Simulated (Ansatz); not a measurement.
Total energies of C3H11N3OW (`C[N]=[W]([NH2])(=[O])[N](C)C`).

```tsv
atom	x (Å)	y (Å)	z (Å)
C1	-0.181	2.918	-1.125
N2	0.248	1.675	-0.590
W3	0.503	0.510	0.703
N4	2.437	0.183	0.787
O5	-0.054	1.019	2.251
N6	-0.478	-1.092	0.183
C7	-0.752	-2.110	1.174
C8	-0.982	-1.433	-1.125
H9	-0.926	2.755	-1.912
H10	-0.625	3.569	-0.364
H11	0.662	3.448	-1.581
H12	3.098	0.445	0.074
H13	2.904	-0.141	1.619
H14	-0.248	-3.053	0.925
H15	-1.830	-2.309	1.239
H16	-0.415	-1.796	2.165
H17	-0.793	-0.623	-1.828
H18	-2.064	-1.620	-1.088
H19	-0.502	-2.344	-1.509
```

The species carries charge 0 and has multiplicity 1. Correlated methods include outer-core shells of W, which these sets cover unevenly. W takes the def2 core potential. Geometry: relaxed with PBE0-D4/def2-TZVP. It is one conformer, not always the lowest. Basis def2-TZVPP, Ansatz.

RPA on PBE orbitals: Hartree–Fock energy of these orbitals -424.73119 Eh, correlation -2.91819 Eh (frozen core).

| functional | energy without D4 (Eh) | D4 term (kJ/mol) |
| --- | --- | --- |
| PBE | -427.42431 | -48.4 |
| B3LYP | -427.84090 | -76.9 |

Task: Give the same for LDA (SPW92), revPBE, BLYP, r2SCAN, B97M-V, PBE0, r2SCANh, r2SCAN0, HSE06 (plane-wave form), BHLYP, CAM-B3LYP, LC-ωPBE, ωB97X-V, ωB97M-V, B2PLYP, PBE-QIDH. (Estimate.)

Result: Ansatz gave: 
```json
{"functional": "LDA (SPW92)", "energy without D4 (Eh)": "-424.71760", "D4 term (kJ/mol)": "–"}
{"functional": "revPBE", "energy without D4 (Eh)": "-427.78164", "D4 term (kJ/mol)": "-136.0"}
{"functional": "BLYP", "energy without D4 (Eh)": "-427.68173", "D4 term (kJ/mol)": "-102.4"}
{"functional": "r2SCAN", "energy without D4 (Eh)": "-427.65427", "D4 term (kJ/mol)": "-13.1"}
{"functional": "B97M-V", "energy without D4 (Eh)": "-427.76301", "D4 term (kJ/mol)": "–"}
{"functional": "PBE0", "energy without D4 (Eh)": "-427.37547", "D4 term (kJ/mol)": "-41.7"}
{"functional": "r2SCANh", "energy without D4 (Eh)": "-427.60264", "D4 term (kJ/mol)": "-13.9"}
{"functional": "r2SCAN0", "energy without D4 (Eh)": "-427.52776", "D4 term (kJ/mol)": "-15.3"}
{"functional": "HSE06 (plane-wave form)", "energy without D4 (Eh)": "-427.35616", "D4 term (kJ/mol)": "-39.1"}
{"functional": "BHLYP", "energy without D4 (Eh)": "-427.43447", "D4 term (kJ/mol)": "-61.5"}
{"functional": "CAM-B3LYP", "energy without D4 (Eh)": "-427.58517", "D4 term (kJ/mol)": "-42.7"}
{"functional": "LC-ωPBE", "energy without D4 (Eh)": "-427.59067", "D4 term (kJ/mol)": "–"}
{"functional": "ωB97X-V", "energy without D4 (Eh)": "-427.65242", "D4 term (kJ/mol)": "–"}
{"functional": "ωB97M-V", "energy without D4 (Eh)": "-427.55315", "D4 term (kJ/mol)": "–"}
{"functional": "B2PLYP", "energy without D4 (Eh)": "-427.41351", "D4 term (kJ/mol)": "–"}
{"functional": "PBE-QIDH", "energy without D4 (Eh)": "-427.23323", "D4 term (kJ/mol)": "–"}
```

B3LYP takes the VWN-RPA correlation (the form of Gaussian; ORCA's B3LYP/G). HSE06 is the plane-wave form, built on full-range PBE exchange. The double hybrids freeze the cores in their second-order part.

LC-ωPBE has ω = 0.4 bohr⁻¹.
